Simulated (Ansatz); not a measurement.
Bond stretch in MgH, doublet.

Calculation: full CI/aug-cc-pVTZ, frozen core run with Ansatz (a program for electronic structure).

Q: Relative to R = 1.74 Å, what are the energies at R = 1.32, 1.91, 2.00, 3.48 Å?

A: 123.9 kJ/mol at 1.32 Å, 8.2 kJ/mol at 1.91 Å, 17.6 kJ/mol at 2.00 Å, 132.2 kJ/mol at 3.48 Å.
